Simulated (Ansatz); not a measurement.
Pulling on the Pb1–H2 bond in BrHPb (SMILES [Br][PbH]) (multiplicity 1 held, fragments rigid). Energies count from the point at 1.861 Å.
Geometry at that point (charge 0, multiplicity 1):
```xyz
3

Pb    -0.444    -0.366     0.531
H     -1.641    -0.965    -0.761
Br     1.086     0.885    -1.223
```

Restricted levels (R-, RO-) in cc, def2 and unpolarised 6-31G sets keep to the state of the molecule at rest. U- levels take the lowest unrestricted solution at each point, which mixes spins at long bonds. Active spaces are followed from a long bond inwards. Curves can end on different states.

Frozen-core correlation. Filled d and f shells under p-block atoms count as core.

Run with Ansatz (Gaussian orbitals). Each number belongs to the level named beside it. In def2 rows elements past Kr take small-core potentials, without spin–orbit coupling.

Q: One of these levels gives 247.4 kJ/mol for the energy at R = 5.954 Å. Name it.
(A) U-PBE/def2-TZVPP
(B) R-HF/def2-TZVPP
(C) CASSCF(2,2)/def2-TZVPP
(D) U-HF/def2-TZVPP

A: A, U-PBE/def2-TZVPP. The others give 534.5 (R-HF/def2-TZVPP), 160.7 (U-HF/def2-TZVPP), 214.8 (CASSCF(2,2)/def2-TZVPP)

Doubts at one or more of the structures used: a restricted determinant that unrestricted orbitals would lower (R-HF/def2-TZVPP); a spin-contaminated determinant (U-HF/def2-TZVPP, U-PBE/def2-TZVPP).

Ansatz is an electronic-structure program.
